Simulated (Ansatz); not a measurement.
Geometry optimisation, RHF/def2-SVP (Ansatz 0.2.0).

The input (input.yaml):

```yaml
crystal:
  periodic: [false, false, false]
  atoms:
    - { symbol: B, position_ang: [0.0, 0.0, 0.0] }
    - { symbol: F, position_ang: [0.0, 0.0, 1.67] }
    - { symbol: "N", position_ang: [1.3423, 0.0, -0.775] }
    - { symbol: H, position_ang: [1.8089, -0.9179, -1.0268] }
    - { symbol: H, position_ang: [1.7937, 0.9179, -1.0532] }
    - { symbol: F, position_ang: [-1.1431, 0.0, -0.66] }
    - { symbol: O, position_ang: [0.0766, 1.621, 0.5392] }
    - { symbol: H, position_ang: [0.4753, 1.6492, 1.4668] }
    - { symbol: H, position_ang: [0.0485, 1.0264, 1.5024] }
basis:
  gaussian: { orbitals: def2-SVP }
hamiltonian:
  xc: hf
relax:
  f_tol: 0.15
  max_steps: 25
  restrain:
    - { distance: [0, 6], at: 1.41, k: 30.0 }
    - { distance: [8, 1], at: 0.92, k: 30.0 }
    - { distance: [0, 1], at: 2.52, k: 30.0 }
    - { distance: [8, 6], at: 2.21, k: 30.0 }
```

Command:

```bash
$ ansatz run input.yaml --threads 1 --pin off --max-ram 2048MiB --backend cpu --events-out ev --progress --plain --runs-dir out
```

Question: Where does it end, and by what steps?

Answer: The run converged. The restraints hold the end off the free minimum. After 11 steps the energy has fallen by 7.344 eV (the restraints' own energy left out); H8 moved furthest, 1.13 Å. Parted: H8–H9 (0.76 → 2.72 Å).

```tsv
step	energy less start (eV)	largest force component (eV/Å)	accepted
0	0.0000	7.849	yes
1	-2.7856	5.465	yes
2	-4.4721	5.976	yes
3	-5.7809	2.731	yes
4	-6.4376	2.109	yes
5	-6.7034	1.476	yes
6	-6.8981	2.930	yes
7	-7.2227	0.750	yes
8	-7.3094	0.748	yes
9	-7.3074	0.892	no
10	-7.3310	0.826	yes
11	-7.3438	0.803	yes
```

```xyz
9
Properties=species:S:1:pos:R:3
B 0.135 0.534 -0.255
F 0.080 -0.300 2.136
N 1.337 0.106 -0.830
H 1.411 -0.790 -1.265
H 2.206 0.585 -0.734
F -0.960 -0.197 -0.407
O -0.042 1.739 0.401
H 0.750 2.234 0.537
H -0.515 0.386 2.080
```

Run time: 26 s on 1 thread of Arm Neoverse V1 (shared host), peak memory 0.16 GiB.
